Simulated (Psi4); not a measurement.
H2Ga (SMILES [GaH2]), doublet, geometry from GFN2-xTB (such geometries of metal compounds can be far from the true shape) (the spin is typed, not shown lowest); R2SCAN/def2-SVP in Psi4.

Input for Psi4:
```
memory 2 GB

molecule {
0 2
  Ga    0.05144791    0.01309187    0.03530349
  H    -0.52007380   -1.67523193   -0.40542734
  H    -1.07481131    1.26938408   -0.68898100
}

set basis def2-svp
set reference uks
set scf_type cd

energy('r2scan')
print_variables()
```

It wrote (shortened):

```
   => Loading Basis Set <=

    Name: DEF2-SVP
    Role: ORBITAL
    Keyword: BASIS

         ---------------------------------------------------------
                                   SCF
               by Justin Turney, Rob Parrish, Andy Simmonett
                          and Daniel G. A. Smith
                              UKS Reference
         ---------------------------------------------------------

  ==> Geometry <==

    Molecular point group: cs
    Full point group: Cs

    Geometry (in Angstrom), charge = 0, multiplicity = 2:

       Center              X                  Y                   Z               Mass
    ------------   -----------------  -----------------  -----------------  -----------------
         GA           0.029251531544     0.006139729168     0.000000000000    68.925573500000
         H           -0.691128391649    -1.682756581865     0.000000000000     1.007825032230
         H           -1.309396027750     1.262857948178     0.000000000000     1.007825032230

  Running in cs symmetry.

  Rotational constants: A =      7.77878  B =      3.69289  C =      2.50410 [cm^-1]
  Rotational constants: A = 233202.08162  B = 110709.93518  C =  75070.90790 [MHz]
  Nuclear repulsion =   18.044518301072884

  Charge       = 0
  Multiplicity = 2
  Electrons    = 33
  Nalpha       = 17
  Nbeta        = 16

  ==> Algorithm <==

  SCF Algorithm Type is CD.
  DIIS enabled.
  MOM disabled.
  Fractional occupation disabled.
  Guess Type is SAD.
  Energy threshold   = 1.00e-06
  Density threshold  = 1.00e-06
  Integral threshold = 1.00e-12

  ==> Primary Basis <==

  Basis Set: DEF2-SVP
    Blend: DEF2-SVP
    Number of shells: 18
    Number of basis functions: 42
    Number of Cartesian functions: 45
    Spherical Harmonics?: true
    Max angular momentum: 2

  ==> DFT Potential <==

   => LibXC <=

    Version 7.1.2
    S. Lehtola, C. Steigemann, M. J. T. Oliveira, and M. A. L. Marques,  SoftwareX 7, 1–5 (2018) (10.1016/j.softx.2017.11.002)

   => Composite Functional: R2SCAN <=

    r2SCAN Meta-GGA XC Functional  (0.1021/acs.jpclett.0c02405)
    J. W. Furness, A. D. Kaplan, J. Ning, J. P. Perdew, J. Sun  J. Phys. Chem. Lett.  11, 8208–8215, 2020

    Deriv               =              1
    GGA                 =           TRUE
    Meta                =           TRUE

    Exchange Hybrid     =          FALSE
    MP2 Hybrid          =          FALSE

   => Exchange Functionals <=

    1.0000   XC_MGGA_X_R2SCAN

[...]

   @Spin Contamination Metric:   8.582675699E-03
   @S^2 Expected:                7.500000000E-01
   @S^2 Observed:                7.585826757E-01
   @S   Expected:                5.000000000E-01
   @S   Observed:                5.000000000E-01

    Orbital Energies [Eh]
    ---------------------

    Alpha Occupied:

[...]
    Alpha Virtual:

[...]
      30Ap     2.192464

    Beta Occupied:

[...]
      12Ap    -0.245679

    Beta Virtual:

[...]
    Final Occupation by Irrep:
             Ap   App
    DOCC [    12,    4 ]
    SOCC [     1,    0 ]
    NA   [    13,    4 ]
    NB   [    12,    4 ]

  @UKS Final Energy: -1925.71038963589217

   => Energetics <=

    Nuclear Repulsion Energy =             18.0445183010728840
    One-Electron Energy =               -2720.1332610788986131
    Two-Electron Energy =                 852.0458179018905867
    DFT Exchange-Correlation Energy =     -75.6674647599569425
    Empirical Dispersion Energy =           0.0000000000000000
    VV10 Nonlocal Energy =                  0.0000000000000000
    Total Energy =                      -1925.7103896358921702

  UHF NO Occupations:
  HONO-2 :   11 Ap 1.9981886
  HONO-1 :   12 Ap 1.9976989
  HONO-0 :   13 Ap 1.0000000
  LUNO+0 :   14 Ap 0.0023011
  LUNO+1 :   15 Ap 0.0018114
  LUNO+2 :    5App 0.0001196
  LUNO+3 :   16 Ap 0.0000467

Computation Completed

Properties will be evaluated at   0.000000,   0.000000,   0.000000 [a0]

Properties computed using the SCF density matrix

 Multipole Moments:

 ------------------------------------------------------------------------------------
     Multipole            Electronic (a.u.)      Nuclear  (a.u.)        Total (a.u.)
 ------------------------------------------------------------------------------------

 L = 1.  Multiply by 2.5417464519 to convert [e a0] to [Debye]
 Dipole X            :          2.4667891           -2.0668444            0.3999447
 Dipole Y            :          0.5177143           -0.4338188            0.0838955
 Dipole Z            :          0.0000000            0.0000000            0.0000000
 Magnitude           :                                                    0.4086493

 ------------------------------------------------------------------------------------

  Variable Map:
  ----------------------------------------------------------------------------
[...]
  Array Variable Map:
  ----------------------------------------------------------------------------
[...]
[...]
```
